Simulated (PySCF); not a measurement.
**Working out the ionisation energy of Xe⁺**

Xe⁺ [Kr] 4d10 5s2 5p5 (2P) → Xe²⁺ [Kr] 4d10 5s2 5p4 (3P). Computed with PySCF 2.14 in aug-cc-pVDZ-PP with ECP28MDF, with scalar relativity through the core potential. Frozen: 4s2 4p6 4d10. Energies in hartree (1 hartree = 27.21139 eV):

```csv
part,Xe⁺ (lower),Xe²⁺ (upper)
UHF,-327.865723,-327.126718
MP2 opposite-spin,-0.060435,-0.046828
MP2 same-spin,-0.020725,-0.015369
```

**Question.** What does Hartree-Fock give?

**Answer.** (-327.126718) − (-327.865723) = 0.739005 hartree = 20.109 eV.

**Question.** What do MP2 and SCS-MP2 (6/5 opposite-spin, 1/3 same-spin) give?

**Answer.** The opposite-spin parts differ by 0.370 eV and the same-spin parts by 0.146 eV. MP2: 20.109 + (0.370) + (0.146) = 20.625 eV. SCS-MP2: 20.109 + 1.2 × (0.370) + (0.146)/3 = 20.602 eV.

Reference: 20.975 eV (semi-empirical (NIST evaluation); NIST Atomic Spectra Database, ionization energies), between the lowest levels; spin-orbit coupling is absent from the calculation.

A double-zeta basis recovers only part of the correlation energy.

What remains against the reference includes basis incompleteness, the frozen core and correlation beyond second order.
